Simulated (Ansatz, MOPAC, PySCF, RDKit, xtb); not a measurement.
Complex: C2H6 (SMILES CC) (first 8 atoms) with C2H6O (SMILES COC); geometry from B3LYP-D3(BJ)/def2-TZVP, rigid monomers moved along the line of their centres of mass till H5···O10 is 2.33 Å.
(charge 0, multiplicity 1):
```xyz
17

C     -0.3239     0.7615     0.0300
C      0.1725    -0.6803    -0.0351
H     -1.3851     0.8256    -0.2208
H      0.2178     1.3972    -0.6736
H     -0.1888     1.1746     1.0301
H     -0.3752    -1.3199     0.6602
H      1.2313    -0.7461     0.2239
H      0.0506    -1.1033    -1.0346
C      1.1690    -0.3381     3.4413
O      0.0940     0.5569     3.2610
C     -1.1603    -0.0591     3.4485
H      1.1165    -1.1744     2.7327
H      1.1836    -0.7451     4.4611
H      2.0887     0.2182     3.2670
H     -1.3130    -0.8818     2.7379
H     -1.9242     0.6989     3.2829
H     -1.2630    -0.4561     4.4670
```

Counterpoise-corrected where a basis set is named; no monomer relaxation. Rows marked so take none. RDKit's UFF carries no charges.

Rows in 6-31G*, STO-3G carry no dispersion term and start afresh at each structure (6-31G* with six Cartesian d functions). The state that AM1, PM6 reach isn't checked.

Run with Ansatz (an electronic-structure program) with Gaussian orbitals; MOPAC for AM1, PM6 (differences of heats of formation); PySCF for 6-31G* rows, STO-3G rows, the dispersion terms; RDKit for the force fields; xtb for the GFN methods. Values without a source in brackets are computed.

```tsv
level	interaction energy (kcal/mol)
UFF	-0.04
GFN-FF	-1.12
AM1	0.13
PM6	-0.51
HF/STO-3G (no counterpoise)	1.19
PBE-D3(BJ)/def2-TZVPPD	-1.28
BP86/6-31G* (no counterpoise)	(withheld)
B3LYP/6-31G* (no counterpoise)	0.13
PBE0-D3(BJ)/def2-TZVPPD	-1.15
```

Task: Fill in the missing entries.

Result: 
- BP86/6-31G* (no counterpoise), interaction energy (kcal/mol): 0.76
